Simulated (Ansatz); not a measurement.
System: CH$_{3}$Zn, charge 0, multiplicity 2. The spin state was set by rule; other spins were not relaxed. SMILES of the parent species: [Zn][CH3]
Coordinates optimised at B3LYP-D3(BJ)/def2-TZVP (Ansatz, an electronic-structure program):
```
C
H 1 1.0892
H 1 1.0892 2 110.98
H 1 1.0892 2 110.98 3 -123.89
Zn 1 2.0683 2 107.92 4 -118.06
```
Charge 0, spin multiplicity 2.

Computed values are from Ansatz. Correlated levels leave the core frozen unless marked. UHF or UKS for open shells. Spin-orbit coupling is left out. The frozen core is the preceding noble-gas configuration, with the filled d and f shells of earlier blocks. No relativistic terms. CBS marks a two-point X^-3 extrapolation of the correlation energy; Hartree-Fock from the larger set. The bracket is a focal-point correction in the basis named.

### Question
What is the T1 diagnostic at CCSD/def2-TZVPPD?

### Answer
0.018.

### Question
What is the total energy at RI-MP2/CBS(def2-TZVPPD,def2-QZVPPD)+[CCSD(T)-MP2]/def2-TZVPPD?

### Answer
-1818.1794 Eh.

### Question
What is the atomisation energy De at RI-MP2/CBS(def2-TZVPPD,def2-QZVPPD)+[CCSD(T)-MP2]/def2-TZVPPD?

### Answer
323.4 kcal/mol.

### Question
What is the dipole moment at CCSD(T)/def2-SVPD?

### Answer
0.16 D.
